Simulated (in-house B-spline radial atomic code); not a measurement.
Ionising Ga7+ with different functionals

Computed with an all-electron radial atomic-structure program (B-spline basis): non-relativistic Hamiltonian, point nucleus, spin-polarised at highest spin, spherical fractional occupations for the functionals, the average over the highest-spin determinants for Hartree-Fock. The ionisation energy is the difference of two self-consistent energies, [Ar] 3d6 → [Ar] 3d5, without Breit or QED terms; ε is the level of the shell that loses the electron (its least bound occupied spin orbital). There is no spin-orbit coupling in this Hamiltonian.

Hybrids are left out here: with spherical fractional occupations of an open shell their exact exchange keeps a self-interaction that integer-occupation calculations don't have.

```tsv
method	rung	ΔSCF (eV)	-ε(3d) (eV)
Hartree-Fock	Hartree-Fock	168.58	171.34
LDA VWN5	LDA	171.65	156.57
LDA PW92	LDA	171.64	156.56
LDA exchange-only	LDA	168.96	153.99
PBE	GGA	171.13	156.09
PBEsol	GGA	171.09	156.05
BLYP	GGA	171.11	156.04
RPBE	GGA	170.98	155.96
PW91	GGA	171.36	156.31
BP86	GGA	171.34	156.27
AM05	GGA	171.14	156.10
OLYP	GGA	171.32	156.35
TPSS	meta-GGA	170.78	155.80
SCAN	meta-GGA	169.71	155.03
r2SCAN	meta-GGA	169.82	155.15
M06-L	meta-GGA	169.72	155.01
revTPSS	meta-GGA	170.41	155.50
```

Question: How do they compare with the NIST value?

Answer: NIST lists 170 eV ± 1.7 (tabulated theory, ground level to ground level). Errors run from -1.32 to +1.75 eV; all lie within about twice that uncertainty, so the table can't rank the methods. Hartree-Fock also lacks correlation.
